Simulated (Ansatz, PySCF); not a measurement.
BrClGaHO, SMILES [Cl][Ga]([OH])[Br]. Atoms are numbered in the order given.

```xyz
5

Ga     0.3292     0.4910     0.0000
Cl    -1.1469     2.0335     0.0000
Br    -0.2648    -1.6843     0.0000
O      2.0443     0.9119     0.0000
H      2.2060     1.8625     0.0000
```
Charge 0, spin multiplicity 1.

Coordinates come from a PBE0-D3(BJ)/def2-SVP optimisation. The structure was generated by enumeration; whether it is a known compound was not checked. One conformer was computed; it need not be the lowest.

Vertical ionisation energy (IE) and electron affinity (EA) in eV. Rows of orbital energies are one-electron estimates. Where ΔSCF, EOM or ADC give a negative EA the extra electron is unbound and the value depends on the basis.

| level | IE | EA |
|---|---|---|
| −ε(HOMO), −ε(LUMO), CAM-B3LYP/def2-TZVP (PySCF) | ___ | ___ |
| −ε(HOMO), −ε(LUMO), PBE/def2-TZVP (PySCF) | 7.55 | 2.62 |
| ΔSCF, CAM-B3LYP/def2-SVPD (Ansatz), final states of multiplicity 2 and 2 | 11.42 | 0.38 |
| ΔSCF, PBE/def2-SVPD (Ansatz), final states of multiplicity 2 and 2 | 10.67 | 0.53 |

Problem. Some entries are withheld; supply them. (An estimate is asked for; the answer gives what the named calculation found.)

Solution. 
- −ε(HOMO), −ε(LUMO), CAM-B3LYP/def2-TZVP (PySCF), IE: 10.21
- −ε(HOMO), −ε(LUMO), CAM-B3LYP/def2-TZVP (PySCF), EA: 0.75

Problem. What vertical singlet–triplet gap does ΔSCF give with CAM-B3LYP/def2-SVPD (Ansatz, an electronic-structure program) and with PBE/def2-SVPD (Ansatz)? (The exact figures need the calculation; the answer reports its results.)

Solution. 5.71 and 4.94 eV (triplet above singlet where positive).
